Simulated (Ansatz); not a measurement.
C₅H₇BO, SMILES C=CB(O)C#CC. Atoms are numbered in the order given.

```xyz
14

C     -2.9785    -0.8409     0.1382
C     -1.6586    -0.9482    -0.0711
B     -0.6797     0.2422     0.1742
O     -1.1998     1.4212     0.6144
C      0.8323     0.1064    -0.0687
C      2.0315    -0.0076    -0.2639
C      3.4567    -0.1518    -0.4948
H     -3.4144     0.0997     0.4925
H     -3.6726    -1.6714    -0.0315
H     -1.2612    -1.9063    -0.4259
H     -0.5209     2.0923     0.7361
H      3.9737    -0.4300     0.4374
H      3.9015     0.7887    -0.8557
H      3.6632    -0.9364    -1.2393
```

Coordinates come from a PBE0-D3(BJ)/def2-SVP optimisation. This is a generated structure with no PubChem entry under its InChIKey; it may be hypothetical. Other conformers were not sampled.

Two levels are set side by side: PBE-D3(BJ)/def2-SVP (Ansatz, an electronic-structure program) and PBE0-D3(BJ)/def2-SVP (Ansatz). Each level has its own optimised geometry; the coordinates shown are those of the second. Differences are taken from unrounded values.

| quantity | PBE0-D3(BJ) | PBE-D3(BJ) | PBE-D3(BJ) minus PBE0-D3(BJ) |
|---|---|---|---|
| mean bond length (Å) | 1.233 | 1.241 | 0.008 |
| bond C1–C2 (Å) | 1.341 | 1.352 | 0.011 |
| bond C2–B3 (Å) | 1.561 | 1.566 | 0.005 |
| bond B3–O4 (Å) | 1.362 | 1.376 | 0.014 |
| bond B3–C5 (Å) | 1.537 | 1.537 | 0.000 |
| bond C5–C6 (Å) | 1.220 | 1.233 | 0.013 |
| bond C6–C7 (Å) | 1.451 | 1.454 | 0.003 |
| bond C1–H8 (Å) | 1.096 | 1.104 | 0.008 |
| bond C1–H9 (Å) | 1.096 | 1.104 | 0.008 |
| bond C2–H10 (Å) | 1.096 | 1.105 | 0.008 |
| bond O4–H11 (Å) | 0.962 | 0.974 | 0.012 |
| bond C7–H12 (Å) | 1.102 | 1.111 | 0.009 |
| bond C7–H13 (Å) | 1.101 | 1.110 | 0.009 |
| bond C7–H14 (Å) | 1.101 | 1.110 | 0.009 |

Exact exchange shortens and stiffens bonds; PBE has none. Differences between two approximate levels are no errors against the true value.
